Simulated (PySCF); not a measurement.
Heteronuclear NMR

Mapped SMILES: `[CH3:1][SiH2:2]/[C:3]([C:4]#[N:5])=[C:6](/[C:7]#[N:8])[CH2:9][F:10]`. Hydrogens are named by the atom that carries them.

All values are calculated (PySCF 2.14): geometry: GFN2-xTB, shielding tensors at PBE0/pcSseg-1 (GIAO). One averaged value for each set of equivalent atoms, one conformer, no relativistic terms, gas phase.

(1) What are the 19F shifts?

(2) What are the 29Si shifts?

(3) What are the 15N shifts?

Results:

(1) 
| atoms | environment | σ (ppm) | δ (ppm) |
| --- | --- | --- | --- |
| F10 | fluorine on an sp3 carbon | 425.4 | -223.3 |

Shieldings were converted by a linear fit to measured shifts: 19F (scatter 6.0 ppm rms, 7.0 ppm with the 5 outliers that the fit left out vs CFCl3, solution or neat liquid, with a term for F on sp3 carbon). Occasional misses reach two or three times the rms, and more in compound classes unlike the fitted ones.

On a 300 MHz spectrometer 19F resonates near 282.3 MHz, so 1 ppm is 282.3 Hz.

(2) 
| atoms | environment | σ (ppm) | δ (ppm) |
| --- | --- | --- | --- |
| Si2 | silicon bonded to 2 C, 2 H | 396.2 | -45.7 |

Shieldings were converted by a linear fit to measured shifts: 29Si: δ = 279.94 − 0.822σ (rms 8.9 ppm, 72 shifts, 25.8 ppm with the 6 outliers that the fit left out vs TMS, solution or neat liquid). A few per cent of atoms miss by over 2 rms, more outside the fitted compound classes.

On a 500 MHz spectrometer 29Si resonates near 99.3 MHz, so 1 ppm is 99.3 Hz.

(3) 
```csv
atoms,environment,σ (ppm),δ (ppm)
N5,nitrile nitrogen,-79.9,-74.4
N8,nitrile nitrogen,-73.3,-80.5
```

Shieldings were converted by a linear fit to measured shifts: 15N (scatter 6.3 ppm rms vs CH3NO2, solution or neat liquid). A few per cent of atoms miss by over 2 rms, more outside the fitted compound classes.

On a 300 MHz spectrometer 15N resonates near 30.4 MHz, so 1 ppm is 30.4 Hz.
